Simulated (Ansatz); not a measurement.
Start from `BC1C[SiH2]1` and change one atom or group to get `OC1C[SiH2]1`.

Ansatz, PBE0-D4/def2-TZVP geometries, multiplicity 1. Each molecule was computed in one conformer, which needn't be the lowest.

```csv
property,`BC1C[SiH2]1`
HOMO energy (PBE0/def2-TZVPP) / eV,-7.23
HOMO–LUMO gap (PBE/def2-TZVPP) / eV,5.06
HOMO energy (ωB97M-V/def2-TZVPP) / eV,-9.30
HOMO energy (PBE/def2-TZVPP) / eV,-6.24
size of the dipole moment (PBE/def2-TZVPP) / D,2.19
"ideal-gas entropy at 298 K and 1 bar (rigid rotor, harmonic PBE0-D4/def2-TZVP) / J/(mol·K)",298
```

(1) What does the change do to each property? (An estimate is asked.)

## Answers

(1) Ansatz gave: 
```tsv
property	`OC1C[SiH2]1`	shift
HOMO energy (PBE0/def2-TZVPP) / eV	-6.83	0.40
HOMO–LUMO gap (PBE/def2-TZVPP) / eV	5.04	-0.02
HOMO energy (ωB97M-V/def2-TZVPP) / eV	-9.01	0.29
HOMO energy (PBE/def2-TZVPP) / eV	-5.66	0.58
size of the dipole moment (PBE/def2-TZVPP) / D	1.51	-0.68
ideal-gas entropy at 298 K and 1 bar (rigid rotor, harmonic PBE0-D4/def2-TZVP) / J/(mol·K)	299	1
```

The zero-point energy changes by -19.5 kJ/mol with -3 modes. Dipoles are sizes alone; their direction can turn.
